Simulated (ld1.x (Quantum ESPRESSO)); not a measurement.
## Transferability test, TM potential for C (Z = 6)

```json
{"Element": "C", "Generator": "ld1.x (Quantum ESPRESSO) 7.5", "Type": "norm-conserving Troullier–Martins (Kleinman–Bylander form)", "Functional": "BLYP", "Relativity": "scalar-relativistic", "Frozen core": "[He]", "Valence charge": "4", "Reference configuration": "2s2 2p2", "Partial waves": "2s (bound): rc 0.80 bohr; 2p (bound): rc 1.55 bohr", "Local potential": "all-electron potential smoothed inside 0.70 bohr (lloc = -1)", "Core correction": "a·sin(br)/r model core inside 0.55 bohr"}
```

Energies are relative to the spin-unpolarised reference configuration 2s2 2p2; without spin polarisation the order of configurations can differ from experiment.

| valence configuration | charge | ΔE all-electron (eV) | error AE − PS (meV) |
| --- | --- | --- | --- |
| 2s2 2p1 | +1 | 10.829 | +12 |
| 2s2 2p0 | +2 | 35.005 | +128 |
| 2s1 2p0 | +3 | 83.159 | +276 |
| 2s1 2p3 | 0 | 8.389 | +9.5 |
| 2s2 2p2.3 | -0.3 | -1.144 | +0.2 |

**Question.** What are ΔE and the potential's error for 2s2 2p1.5?

**Answer.** ΔE = 3.942 eV all-electron; the error (AE − PS) is +1.5 meV.

**Question.** What are ΔE and the potential's error for 2s0 2p4?

**Answer.** ΔE = 16.809 eV all-electron; the error (AE − PS) is +40 meV.
